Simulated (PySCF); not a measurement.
H3N.

```xyz
4

N      0.0000     0.0000     0.1117
H      0.8165    -0.4714    -0.2605
H     -0.8165    -0.4714    -0.2605
H      0.0000     0.9428    -0.2605
```
Charge 0, spin multiplicity 1.

Geometry optimised at B3LYP-D3(BJ)/def2-TZVP.

Method: PBE0/pcSseg-2 in PySCF. Non-relativistic, no solvent.

**Question.** Give the absolute GIAO shielding of each atom: isotropic value and principal components (ppm). (Estimate from the structure and the level; the computed values follow.)

**Answer.** 
```csv
atom,σ(iso),σ11,σ22,σ33,span
N1,263.3,230.3,279.8,279.8,49.5
H2,31.5,25.8,26.6,42.2,16.3
H3,31.5,25.8,26.6,42.2,16.3
H4,31.5,25.8,26.6,42.2,16.3
```
